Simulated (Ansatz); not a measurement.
This singlet lies 0.62 eV below the relaxed triplet at the level B3LYP/cc-pVTZ // PBE0-D3(BJ)/def2-TZVP (Ansatz, a program for electronic structure).

Species: C3H4O, SMILES `C=C[C]O` (lower singlet; C–C–C–O torsion -180°, C–C–O–H torsion 0°) (charge 0, multiplicity 1).

Task: Give a relaxed geometry from PBE0-D3(BJ)/def2-TZVP in Ansatz.

Result: This is not unique; one that fits is the end point of this relaxation, one of several conformers (outside a Z-matrix the atoms follow the SMILES, hydrogens last).
Bonded distances (Å): C1–C2 1.333, C1–H5 1.084, C1–H6 1.084, C2–C3 1.459, C2–H7 1.101, C3–O4 1.304, O4–H8 0.984. Angles (°): C2–C1–H5 119.1, C2–C1–H6 122.6, H5–C1–H6 118.4, C1–C2–C3 119.0, C1–C2–H7 120.6, C3–C2–H7 120.5, C2–C3–O4 112.0, C3–O4–H8 114.0.
